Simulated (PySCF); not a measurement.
4,4-dichlorobut-1-ene (C4H6Cl2), SMILES C=CCC(Cl)Cl.

The structure is a stationary point at ωB97X-D3(BJ)/def2-SVP. The values are those of a single conformer.

Two levels are set side by side: PBE/def2-TZVP (PySCF) and CAM-B3LYP/def2-TZVP (PySCF). Same geometry, gas phase. Differences are taken from unrounded values.

| quantity | CAM-B3LYP |
|---|---|
| orbital gap (eV) | 9.98 |
| highest occupied level (eV) | -9.24 |
| lowest empty level (eV) | 0.74 |
| dipole moment (D) | 1.95 |
| mean polarisability (bohr³) | 72.5 |

Task: What does PBE give, and how far is it from CAM-B3LYP? (The exact figures need the calculation; the answer reports its results.)

Result: 
```tsv
quantity	PBE	PBE minus CAM-B3LYP
orbital gap (eV)	5.29	-4.69
highest occupied level (eV)	-6.75	2.49
lowest empty level (eV)	-1.46	-2.20
dipole moment (D)	1.85	-0.11
mean polarisability (bohr³)	75.4	2.8
```

Without exact exchange PBE keeps part of each electron's self-repulsion, which lifts occupied levels and narrows the gap. PBE's more diffuse valence density responds more strongly to a field. Differences between two approximate levels are no errors against the true value.

Rough cost on one machine, each run with all the roots and properties that it gave: CAM-B3LYP against PBE within a factor of 2.
